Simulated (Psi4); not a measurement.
H₆Si₂, charge +1, doublet, geometry from GFN2-xTB (a state made from the parent by changing its charge; the spin is typed, not shown lowest). Base run: PBE0/6-31G run with Psi4.

The Psi4 input:
```
memory 2 GB

molecule mol {
1 2
  Si    0.018948   -0.007538    1.342618
  Si   -0.018948    0.007538   -1.342618
  H     0.042382    1.423416    1.613667
  H    -1.227613   -0.708252    1.619622
  H     1.253222   -0.742212    1.584420
  H    -0.011323   -1.423504   -1.614106
  H    -1.268830    0.715356   -1.584350
  H     1.212161    0.735197   -1.619253
}

set basis 6-31g
set reference uks

energy('pbe0')
print_variables()
```

Variants of this job, named by their change:

```
change                 basis functions      E (Eh)  core-seconds (rough)
---------------------  ---------------  ----------  --------------------
base                                38  -581.86518                     5
basis = 6-31G*                      50  -581.92643                     5
basis = 6-31+G*             (withheld)  (withheld)                     6
basis = cc-pVDZ                     66  -581.95921                     8
basis = 6-311G**            (withheld)  (withheld)                     8
basis = def2-SVPD                   96  -581.78340                     9
basis = 6-311++G**                 102  -581.97776                     9
basis = 6-311+G(2d,p)              106  -581.98540                     9
basis = aug-cc-pVDZ                108  -581.96215                    10
basis = cc-pVTZ                    152  -581.99023                    10
basis = pcseg-2                    152  (withheld)                    10
basis = def2-TZVPP                 168  -581.98630                    10
basis = cc-pVQZ             (withheld)  (withheld)                    40
```

Task: Fill in the missing entries.

Result: 
- basis = 6-31+G*, basis functions: 58
- basis = 6-31+G*, E (Eh): -581.92809
- basis = 6-311G**, basis functions: 88
- basis = 6-311G**, E (Eh): -581.97738
- basis = pcseg-2, E (Eh): -581.99464
- basis = cc-pVQZ, basis functions: 298
- basis = cc-pVQZ, E (Eh): -582.00049

Totals compare only among sets that treat the same electrons; sets with core potentials leave the core out.

Open shells are given as the SCF converged; they aren't shown to be the lowest states, and a large step between rows can be another state.
